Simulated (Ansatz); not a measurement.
Ideal-gas functions of `SB1OC[Te]1` at 298.15 K and 1 bar, from an Ansatz frequency run at PBE0-D4/def2-TZVP.

Molar mass 201.51 g/mol, point group Cs (symmetry number 1), electronic degeneracy 1, moments of inertia 120.317, 392.501, 509.53 u Å². Harmonic wavenumbers (cm⁻¹, unscaled): 163, 173, 303, 359, 406, 438, 597, 771, 790, 945, 1040, 1176, 1184, 1326, 1488, 2693, 3102, 3182.

Use S(trans) = R[1.5 ln M + 2.5 ln T − 1.1517]; rotational temperatures θ = 24.2544 K / I; S(rot) = R[ln(√π/σ · √(T³/θAθBθC)) + 1.5]; for each mode x = 1.438777 ν̃/T, S = R[x/(eˣ − 1) − ln(1 − e⁻ˣ)] and H = RT x/(eˣ − 1); 1 cm⁻¹ = 0.0119627 kJ/mol; R = 8.31446 J/(mol·K).

Q: By hand: the entropy, in J/(mol·K).

A: Translation 175.0. Rotation: θ = 0.2016, 0.0618, 0.0476 K, giving 119.2. Vibration, mode by mode: 10.52, 10.05, 5.86, 4.71, 3.94, 3.48, 1.90, 0.97, 0.90, 0.49, 0.33, 0.19, 0.18, 0.10, 0.05, 0.00, 0.00, 0.00, in all 43.7. Electronic 0.0. Sum 337.9 J/(mol·K).

Q: By hand: H − E and G − E in kJ/mol, counted from the electronic energy.

A: Zero-point energy ½ × 20136 × 0.0119627 = 120.4; thermal vibration 8.0; translation, rotation and pV give 4 RT = 9.9. H − E = 138.3 kJ/mol, and G − E = 138.3 − 298.15 × 337.9/1000 = 37.6 kJ/mol.

Vibration gives 13 % of the entropy. The sum counts one conformer and one mirror image; others add a mixing term.
